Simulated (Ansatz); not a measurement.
Geometry optimisation, Ansatz, UKS PBE/def2-SVP.

input.yaml

```yaml
crystal:
  periodic: [false, false, false]
  atoms:
    - { symbol: H, position_ang: [0.4521, -0.8087, -0.6494] }
    - { symbol: Se, position_ang: [2.3913, -0.7923, -1.1063] }
    - { symbol: O, position_ang: [-0.7674, -0.7915, -0.3188] }
    - { symbol: C, position_ang: [-1.0786, 0.3708, 0.3521] }
    - { symbol: H, position_ang: [2.6098, -0.0227, 0.1033] }
    - { symbol: H, position_ang: [-2.1585, 0.3262, 0.5291] }
    - { symbol: H, position_ang: [-0.871, 1.2736, -0.237] }
    - { symbol: H, position_ang: [-0.5777, 0.4447, 1.3271] }
magnetization:
  spin_polarized: true
  initial_magnetization: 1
basis:
  gaussian: { orbitals: def2-SVP }
hamiltonian:
  xc: pbe
relax:
  f_tol: 0.15
  max_steps: 25
  restrain:
    - { distance: [0, 2], at: 2.27, k: 30.0 }
    - { distance: [1, 0], at: 1.51, k: 30.0 }
```

Launched with:

```bash
$ ansatz run input.yaml --threads 2 --pin off --max-ram 3072MiB --backend cpu --events-out ev --progress --plain --runs-dir out
```

Task: Where does it end, and by what steps?

Result: It converged. The restraints hold the end off the free minimum. After 8 steps the energy has risen by 0.226 eV (the restraints' own energy left out); H8 moved furthest, 0.63 Å. Joined: H1–Se2.

```csv
step,energy less start (eV),largest force component (eV/Å),accepted
0,0.0000,3.196,yes
1,0.4205,2.030,yes
2,0.3990,1.135,yes
3,0.3925,0.679,yes
4,0.3092,0.458,yes
5,0.2860,0.693,yes
6,0.2581,0.363,yes
7,0.2333,0.295,yes
8,0.2260,0.187,yes
```

```xyz
8
Properties=species:S:1:pos:R:3
H 1.043 -0.959 -0.804
Se 2.371 -0.585 -1.394
O -1.020 -0.941 0.125
C -1.232 0.357 0.418
H 2.819 -0.080 -0.072
H -2.298 0.667 0.228
H -0.511 1.077 -0.046
H -1.172 0.465 1.545
```

The run took 18 s on 2 threads of Intel(R) Xeon(R) 6975P-C (Granite Rapids) (shared host), peak memory 0.19 GiB.
